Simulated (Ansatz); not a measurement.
Geometry optimisation, DFT PBE-D3(BJ), scalar-relativistic, plane waves, PAW in Ansatz 0.2.0.

The input (input.yaml):

```yaml
crystal:
  lattice:
    - [0.0, 5.43, 5.43]
    - [5.43, 0.0, 5.43]
    - [5.43, 5.43, 0.0]
  atoms:
    - { symbol: Si, position: [0.0, 0.0, 0.0] }
    - { symbol: Si, position: [0.125, 0.125, 0.125] }
    - { symbol: Si, position: [0.0, 0.0, 0.5] }
    - { symbol: Si, position: [0.125, 0.125, 0.625] }
    - { symbol: Si, position: [0.0, 0.5, 0.0] }
    - { symbol: Si, position: [0.125, 0.625, 0.125] }
    - { symbol: Si, position: [0.0, 0.5, 0.5] }
    - { symbol: Si, position: [0.125, 0.625, 0.625] }
    - { symbol: Si, position: [0.5, 0.0, 0.0] }
    - { symbol: Si, position: [0.625, 0.125, 0.125] }
    - { symbol: Si, position: [0.5, 0.0, 0.5] }
    - { symbol: Si, position: [0.625, 0.125, 0.625] }
    - { symbol: Si, position: [0.5, 0.5, 0.0] }
    - { symbol: Si, position: [0.625, 0.625, 0.125] }
    - { symbol: Si, position: [0.5, 0.5, 0.5] }
    - { symbol: Si, position: [0.625, 0.625, 0.625] }
    - { symbol: Cu, position: [0.56329233, 0.30583321, 0.31286956] }
total_charge: 1
basis:
  ecutwfc: 420.0
kpoints:
  mp_grid: { grid: [2, 2, 2] }
hamiltonian:
  xc: pbe
  dispersion: d3bj
scf:
  occupations: { method: gaussian, width: 0.05 }
  lower_state_search: "off"
relax:
  f_tol: 0.03
  max_steps: 60
  adjacent_minimum: "off"
```

Command:

```bash
$ ansatz run input.yaml --threads 1 --pin off --max-ram 3072MiB --backend cpu --events-out ev --progress --plain --runs-dir out
```

Q: Where does it end, and by what steps?

A: The forces met the threshold. The force dipped under the threshold on the way, but the program's further checks kept it going. Limits of this set-up: coarse k mesh, charged cell in a uniform background, uncorrected. After 21 steps the energy has fallen by 0.661 eV; Cu17 moved furthest, 0.59 Å. Joined: Si2–Cu17.

```csv
step,energy less start (eV),largest force component (eV/Å),accepted
0,0.0000,1.998,yes
1,-0.4778,0.838,yes
2,-0.6085,0.117,yes
3,-0.6136,0.020,yes
4,-0.6137,0.004,yes
5,-0.6137,0.003,yes
6,-0.6137,0.006,yes
7,-0.6137,0.009,yes
8,-0.6139,0.015,yes
9,-0.6141,0.025,yes
10,-0.6147,0.040,yes
11,-0.6162,0.061,yes
12,-0.6195,0.082,yes
13,-0.6258,0.101,yes
14,-0.6338,0.096,yes
15,-0.6521,0.079,yes
16,-0.6575,0.068,yes
17,-0.6584,0.092,yes
18,-0.6596,0.032,yes
19,-0.6603,0.035,yes
20,-0.6608,0.017,yes
21,-0.6609,0.008,yes
```

```xyz
17
Lattice="0.0000 5.4300 5.4300 5.4300 0.0000 5.4300 5.4300 5.4300 0.0000" Properties=species:S:1:pos:R:3
Si -0.030 -0.062 -0.054
Si 1.493 1.199 1.218
Si 2.782 2.714 -0.071
Si 4.043 4.071 1.356
Si 2.767 -0.064 2.740
Si 4.045 1.348 4.095
Si 5.367 2.766 2.774
Si 6.785 4.070 4.097
Si 0.180 2.608 2.534
Si 1.301 3.995 4.019
Si 2.709 5.468 2.665
Si 4.176 6.869 3.964
Si 2.678 2.657 5.464
Si 4.123 3.993 6.840
Si 5.476 5.467 5.432
Si 6.701 6.835 6.868
Cu 3.063 5.124 5.079
```

Whether the end is a true minimum wasn't checked by a vibrational analysis.

Time of the run: 2.4 min on 1 thread of Arm Neoverse V1, on a shared host, peak memory 0.59 GiB.
